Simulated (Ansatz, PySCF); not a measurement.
The pair A = NH3 (SMILES N) (first 4 atoms), B = CHN (SMILES C#N); geometry from B3LYP-D3(BJ)/def2-TZVP.
(charge 0, multiplicity 1):
```xyz
7

N     -0.314     0.026     0.013
H     -1.188     0.437    -0.299
H      0.436     0.589    -0.373
H     -0.247    -0.894    -0.409
C     -0.156    -0.117     3.164
N     -0.100    -0.168     4.309
H     -0.209    -0.069     2.080
```

Codes used: Ansatz (Gaussian orbitals); PySCF for the dispersion terms. Each number belongs to the level named beside it.

The monomers are drawn apart, rigid, along the line of their centres of mass. Counterpoise-corrected interaction energies (kcal/mol):

| level | R = 4.608 Å | R = 5.437 Å |
|---|---|---|
| PBE/def2-TZVPPD | -4.0582 | -2.0256 |
| PBE-D3(BJ)/def2-TZVPPD | -4.3409 | -2.1363 |
| wB97M-V/def2-TZVPPD | -4.2043 | -2.1346 |

### Question
R is the distance of the centres of mass. Find the local exponent m of E ∝ R⁻ᵐ between the two points.

### Answer

m = ln(E₁/E₂)/ln(R₂/R₁): PBE/def2-TZVPPD 4.2; PBE-D3(BJ)/def2-TZVPPD 4.3; wB97M-V/def2-TZVPPD 4.1. For scale, two fixed dipoles give m = 3, dipole and quadrupole 4, quadrupoles 5, and dispersion or dipole-induced dipole 6 at long range; at these distances several terms mix, and what is left of overlap and damping shifts m, so it need not match one of them.

Ansatz is a first-principles code.
